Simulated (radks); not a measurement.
Values are calculated unless marked as measured or tabulated.
Problem. Radial electron density D(r) = 4 pi r^2 rho(r) of an atom or ion with 62 electrons. Level of theory: scalar-relativistic Kohn-Sham, BLYP, spin-polarised, spherical densities, point nucleus (a radial shooting solver on a logarithmic mesh with Libxc functionals).

| r (bohr) | D(r) (e/bohr) | spin D(r) |
|---|---|---|
| 0.003517 | 27.60 | 0.00697 |
| 0.004767 | 40.23 | 0.00984 |
| 0.00646 | 55.43 | 0.0128 |
| 0.008686 | 70.49 | 0.0148 |
| 0.01177 | 82.08 | 0.0142 |
| 0.01595 | 85.31 | 0.00948 |
| 0.02145 | 80.28 | 0.00250 |
| 0.02907 | 75.41 | 0.000427 |
| 0.03908 | 83.62 | 0.0129 |
| 0.05297 | 104.5 | 0.0357 |
| 0.07178 | 112.9 | 0.0411 |
| 0.09651 | 95.73 | 0.0444 |
| 0.1308 | 85.61 | 0.201 |
| 0.1773 | 99.33 | 0.752 |
| 0.2383 | 84.67 | 2.01 |
| 0.323 | 46.74 | 4.62 |
| 0.4378 | 45.99 | 7.74 |
| 0.5886 | 46.82 | 8.54 |
| 0.7977 | 25.76 | 6.92 |
| 1.081 | 13.32 | 4.68 |
| 1.453 | 8.803 | 2.50 |
| 1.97 | 3.993 | 1.08 |
| 2.67 | 1.197 | 0.584 |
| 3.589 | 0.3483 | 0.294 |
| 4.864 | 0.07127 | 0.0699 |
| 6.592 | 0.005681 | 0.00567 |
| 8.863 | 0.0001267 | 0.000127 |

What is the nuclear charge?

Solution. Z = 64. The innermost maximum, from 1s, lies near gamma/Z bohr with gamma = sqrt(1 - (Z/c)^2) = 0.884, here 0.0138 bohr (found: 0.0151), and its height grows with Z. The density is that of the gadolinium ion Gd2+ in [Kr] 4d10 4f7 5s1.5 5p6 5d1 6s0.5; the configuration itself is not fixed sharply by these data, and Z only to a few units. D(r) has 4 maxima, at r = 0.0151, 0.0673, 0.189, 0.518 bohr, and minima at 0.0291, 0.124, 0.370 bohr, inside which lie 1.94, 11.13, 29.29 electrons.
